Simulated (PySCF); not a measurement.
In(Cl)(Me)2 (C₂H₆ClIn), SMILES [CH3][In]([CH3])[Cl]. Geometry optimised at PBE-D3(BJ)/def2-SVP. The structure was generated by enumeration; whether it is a known compound was not checked. The def2 effective core potentials stand for the cores of In; spin–orbit coupling is left out.

Computed equilibrium geometry at PBE-D3(BJ)/def2-SVP (PySCF confirms it by a frequency run) as a Z-matrix, and its point group:
point group C2.
```
In
C 1 2.1666
H 2 1.1060 1 111.59
H 2 1.1071 3 109.97 1 120.27
H 2 1.1073 3 109.88 4 119.60
C 1 2.1666 2 139.13 3 -1.78
H 6 1.1060 1 111.59 2 -1.78
H 6 1.1071 7 109.97 1 120.27
H 6 1.1073 7 109.88 8 119.60
Cl 1 2.4069 2 110.44 3 178.22
```
